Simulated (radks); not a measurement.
Cd45+, 3 electrons, occupied as [He] 2s1.

Calculated with a radial shooting solver on a logarithmic mesh with Libxc functionals: scalar-relativistic Kohn-Sham, PBE, spin-unpolarised, spherical densities, point nucleus; without spin polarisation the odd electron is poorly described.

Energy parts (eV):
total: -71489.124
kinetic: 76141.004
electron-nucleus: -149029.454
Hartree: 2357.293
exchange-correlation: -957.967

Orbitals (lengths in bohr, moments of r in powers of bohr; <r^-3> diverges for s and p1/2; r(max) is where P^2 peaks; r(90%) holds 90 % of the orbital's charge):
| orbital | occ. | eigenvalue (eV) | r(max) | r(90%) | <r^2> | <r^-3> |
|---|---|---|---|---|---|---|
| 1s | 2 | -30934.29 | 0.01963 | 0.0542 | 0.001234 | - |
| 2s | 1 | -7523.316 | 0.1066 | 0.188 | 0.01776 | - |

The highest occupied level is 2s at -7523.3 eV. Summed over all electrons, <r^2> = 0.02022 bohr^2, which gives a Langevin (diamagnetic) susceptibility term of -0.016 x 10^-6 cm^3/mol.
